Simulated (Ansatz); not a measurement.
Mulliken charges of CH7BGe (`B[CH2][GeH3]`) from PBE/def2-TZVPP in Ansatz (PBE0-D4/def2-TZVP geometry).

```tsv
atom	x (Å)	y (Å)	z (Å)	charge (e)
B1	-0.924	0.053	-1.202	-0.128
C2	0.529	0.032	-0.737	-0.244
Ge3	0.343	-0.066	1.246	0.097
H4	-1.521	-0.971	-1.383	0.017
H5	-1.517	1.089	-1.305	0.016
H6	1.110	0.941	-0.904	0.122
H7	1.111	-0.857	-0.987	0.121
H8	-0.346	-1.375	1.659	-0.002
H9	-0.463	1.128	1.780	-0.002
H10	1.762	-0.026	1.835	0.002
```

**Question.** By hand: the dipole of these point charges (1 e Å = 4.8032 D).

**Answer.** Σ q r = (0.247, -0.009, 0.177) e Å, of length 0.304 e Å = 1.46 D.

**Question.** How does the dipole of the full density compare? (Best estimate.)

**Answer.** Computed: (0.229, -0.004, 0.072) e Å, 1.15 D; the point charges give 1.27 times that, at 18° from its direction.

Point charges leave out the atoms' own dipoles, such as those of lone pairs, and Mulliken's split depends on the basis, so the two needn't agree.
